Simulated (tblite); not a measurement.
Species: C6H11F3NP.
Atom-mapped SMILES: `[CH3:1][CH2:2][N:3]([CH2:4][CH3:5])/[P:6]=[CH:7]/[C:8]([F:9])([F:10])[F:11]` (hydrogens: H12, H13, H14 on C1; H15, H16 on C2; H17, H18 on C4; H19, H20, H21 on C5; H22 on C7)

Computed with GFN2-xTB (tblite), gas phase: L-BFGS steps from a force-field or distance-geometry start until the largest atomic force falls under 0.01 eV/Å.

Step 30: E = -1036.3177 eV
```
atom  x, y, z in Å  |  force x, y, z in eV/Å
C1      0.6959    2.6407   -0.2808    0.043  -0.062  -0.025
C2      1.3785    1.3184    0.1003   -0.087   0.034   0.045
N3      0.4313    0.2087    0.2309    0.030   0.021   0.008
C4      1.0267   -1.0471    0.6773    0.002   0.022   0.024
C5      2.1051   -1.6023   -0.2598   -0.034  -0.006  -0.065
P6     -1.1992    0.5185    0.5671    0.158   0.094  -0.007
C7     -1.9749   -0.7719   -0.1775    0.033   0.093   0.021
C8     -3.4430   -0.7946   -0.0769    0.001  -0.023  -0.027
F9     -3.9457   -1.9502    0.4075   -0.015  -0.058  -0.056
F10    -3.9307    0.1760    0.7209    0.109  -0.015  -0.010
F11    -4.0389   -0.6106   -1.2765   -0.099  -0.101  -0.021
H12    -0.3866    2.4918   -0.3130    0.101   0.135  -0.035
H13     1.0081    2.9721   -1.2693    0.034  -0.019   0.059
H14     0.9066    3.4397    0.4295    0.013  -0.180  -0.025
H15     1.9687    1.4327    1.0225   -0.135  -0.014  -0.043
H16     2.0824    1.0316   -0.6939   -0.078   0.134   0.156
H17     0.2199   -1.7742    0.7795    0.000   0.015   0.023
H18     1.4562   -0.9045    1.6782    0.065   0.083  -0.001
H19     2.3327   -0.8892   -1.0424    0.041   0.000  -0.087
H20     1.7732   -2.5146   -0.7436   -0.019  -0.067   0.018
H21     3.0236   -1.8098    0.2835   -0.050  -0.019  -0.025
H22    -1.5001   -1.5420   -0.7644   -0.115  -0.068   0.073
```

Step 31: E = -1036.3254 eV
```
atom  x, y, z in Å  |  force x, y, z in eV/Å
C1      0.7020    2.6440   -0.2816    0.011  -0.033  -0.017
C2      1.3766    1.3200    0.1079   -0.026   0.118   0.018
N3      0.4301    0.2122    0.2361    0.072   0.015   0.022
C4      1.0251   -1.0450    0.6771    0.047  -0.023   0.014
C5      2.1010   -1.6041   -0.2664   -0.066   0.005  -0.028
P6     -1.1990    0.5256    0.5656    0.121   0.080  -0.017
C7     -1.9741   -0.7667   -0.1757    0.018   0.062   0.023
C8     -3.4417   -0.7979   -0.0763    0.004  -0.017  -0.050
F9     -3.9299   -1.9610    0.4066   -0.045  -0.018  -0.058
F10    -3.9403    0.1696    0.7179    0.107  -0.037  -0.005
F11    -4.0356   -0.6200   -1.2791   -0.101  -0.115   0.010
H12    -0.3810    2.5028   -0.3206    0.090   0.111  -0.045
H13     1.0238    2.9661   -1.2709    0.021   0.007   0.094
H14     0.9067    3.4461    0.4291    0.036  -0.209  -0.067
H15     1.9665    1.4407    1.0286   -0.141  -0.037  -0.002
H16     2.0848    1.0369   -0.6828   -0.068   0.086   0.138
H17     0.2146   -1.7702    0.7751    0.043   0.035   0.052
H18     1.4627   -0.9084    1.6779    0.005   0.082  -0.064
H19     2.3282   -0.8904   -1.0521    0.028  -0.064  -0.020
H20     1.7551   -2.5163   -0.7463    0.062   0.007   0.047
H21     3.0209   -1.8139    0.2803   -0.143  -0.015  -0.117
H22    -1.5072   -1.5504   -0.7513   -0.075  -0.039   0.072
```

Step 32: E = -1036.3334 eV
```
atom  x, y, z in Å  |  force x, y, z in eV/Å
C1      0.7098    2.6468   -0.2836   -0.025   0.010  -0.011
C2      1.3746    1.3238    0.1172    0.034   0.142  -0.006
N3      0.4302    0.2176    0.2440    0.081  -0.006   0.026
C4      1.0229   -1.0429    0.6771    0.075  -0.044  -0.003
C5      2.0934   -1.6054   -0.2747   -0.082   0.012   0.008
P6     -1.1968    0.5359    0.5641    0.038   0.037  -0.038
C7     -1.9718   -0.7601   -0.1721   -0.008   0.013   0.009
C8     -3.4392   -0.8031   -0.0764    0.009  -0.008  -0.058
F9     -3.9139   -1.9740    0.4043   -0.054   0.032  -0.051
F10    -3.9478    0.1611    0.7147    0.083  -0.057  -0.005
F11    -4.0328   -0.6342   -1.2821   -0.084  -0.110   0.048
H12    -0.3725    2.5157   -0.3306    0.034   0.074  -0.059
H13     1.0416    2.9603   -1.2719    0.024   0.035   0.094
H14     0.9079    3.4499    0.4267    0.070  -0.178  -0.064
H15     1.9625    1.4493    1.0360   -0.121  -0.039   0.075
H16     2.0868    1.0434   -0.6676   -0.020   0.022   0.080
H17     0.2080   -1.7651    0.7710    0.083   0.056   0.081
H18     1.4683   -0.9124    1.6774   -0.041   0.072  -0.117
H19     2.3218   -0.8917   -1.0628    0.006  -0.111   0.035
H20     1.7356   -2.5176   -0.7501    0.115   0.062   0.058
H21     3.0142   -1.8191    0.2733   -0.192  -0.013  -0.178
H22    -1.5133   -1.5588   -0.7348   -0.025   0.000   0.076
```

Q: Estimate the geometry and energy of step 33. (The exact step hangs on the optimiser's Hessian estimate; all steps are aligned on step 32, rigid shifts and turns removed.)

A: E = -1036.3417 eV, largest force 0.249 eV/Å
```
atom  x, y, z in Å  |  force x, y, z in eV/Å
C1      0.7199    2.6503   -0.2875   -0.049   0.041  -0.013
C2      1.3744    1.3310    0.1293    0.068   0.095  -0.013
N3      0.4314    0.2263    0.2568    0.048  -0.026   0.014
C4      1.0185   -1.0407    0.6772    0.070  -0.028  -0.022
C5      2.0789   -1.6054   -0.2851   -0.077   0.015   0.027
P6     -1.1938    0.5505    0.5625   -0.056  -0.021  -0.066
C7     -1.9670   -0.7527   -0.1651   -0.035  -0.038  -0.013
C8     -3.4342   -0.8115   -0.0770    0.013  -0.002  -0.048
F9     -3.8951   -1.9908    0.4008   -0.049   0.076  -0.032
F10    -3.9544    0.1483    0.7108    0.044  -0.069  -0.008
F11    -4.0274   -0.6557   -1.2858   -0.057  -0.084   0.075
H12    -0.3607    2.5303   -0.3454   -0.043   0.031  -0.071
H13     1.0647    2.9544   -1.2729    0.037   0.062   0.065
H14     0.9112    3.4530    0.4209    0.104  -0.092  -0.019
H15     1.9572    1.4598    1.0476   -0.087  -0.017   0.157
H16     2.0901    1.0489   -0.6471    0.054  -0.040   0.007
H17     0.1978   -1.7575    0.7665    0.106   0.066   0.108
H18     1.4704   -0.9190    1.6764   -0.055   0.061  -0.137
H19     2.3097   -0.8925   -1.0743   -0.018  -0.121   0.056
H20     1.7119   -2.5161   -0.7567    0.123   0.074   0.043
H21     2.9999   -1.8256    0.2590   -0.169  -0.017  -0.182
H22    -1.5137   -1.5660   -0.7118    0.028   0.033   0.074
```

The energy changes by -0.0083 eV. The first-order estimate −F·Δx gives -0.0113 eV and the mean of the old and new forces, exact on a quadratic surface, -0.0082 eV. The step makes an angle of 76° with the force vector and moves no atom by more than 0.025 Å.

What follows is the cost of the whole relaxation. Time: 1.9 s of wall time. Hardware: Arm Neoverse V2, one thread, no GPU (shared host).
